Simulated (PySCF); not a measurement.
## Correlation energy of Co (cobalt, neutral)

[Ar] 3d8 4s1, 4s spin antiparallel (an excited configuration). All numbers are calculated (PySCF 2.14, scalar relativity by spin-free X2C-1e, in aug-cc-pwCVTZ-DK with one added diffuse shell each of s, p, d, f, g type (11s10p8d5f4g, 152 functions)). Frozen: [Ne]; 17 electrons correlated.

MP2 pair energies summed by pair of shells (mhartree):

| pair | energy | share (%) |
| --- | --- | --- |
| 3d-3d | -313.65 | 39.3 |
| 3p-3d | -271.49 | 34.0 |
| 3p-3p | -79.49 | 10.0 |
| 3s-3d | -56.72 | 7.1 |
| 3s-3p | -40.71 | 5.1 |
| 3d-4s | -25.68 | 3.2 |
| 3s-3s | -5.78 | 0.7 |
| 3p-4s | -3.95 | 0.5 |
| 3s-4s | -0.38 | 0.0 |

Total MP2 correlation energy: -797.86 mhartree.

Same-spin part -256.34 and opposite-spin part -541.52 mhartree; SCS-MP2 scales them by 1/3 and 6/5 to -735.27 mhartree.
